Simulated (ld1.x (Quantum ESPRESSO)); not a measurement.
hydrogen: excitation energies, all-electron against PAW

* Element: hydrogen
* Generator: ld1.x (Quantum ESPRESSO) 7.5
* Type: PAW
* Functional: LDA (PZ)
* Relativity: scalar-relativistic
* Frozen core: none
* Valence charge: 1
* Reference configuration: 1s1
* Partial waves: 1s (bound): rcut 1.25, rcutus 1.40 bohr; 1s channel at 0.65 Ry: rcut 1.25, rcutus 1.40 bohr; 2p channel at -0.05 Ry: rcut 1.25, rcutus 1.55 bohr; 2p channel at 1.65 Ry: rcut 1.25, rcutus 1.55 bohr
* Local potential: all-electron potential smoothed inside 1.20 bohr (lloc = -1)
* Core correction: none
* Augmentation charge: BG, radius 1.15 bohr

Energies are relative to the spin-unpolarised reference configuration 1s1; without spin polarisation the order of configurations can differ from experiment. Spin-polarised rows fill each open shell by Hund’s rule, majority spin first.

| valence configuration | charge | ΔE all-electron (eV) | error AE − PS (meV) |
| --- | --- | --- | --- |
| 1s0.5 | +0.5 | 4.645 | 0.0 |
| 1s1 (spin-polarised) | 0 | -0.897 | 0.0 |
| 1s0.5 (spin-polarised) | +0.5 | 4.258 | 0.0 |

Levels in the configuration 1s0.5 (spin-polarised):

| level | all-electron (eV) | pseudo (eV) |
| --- | --- | --- |
| 1s up | -13.351 | -13.351 |
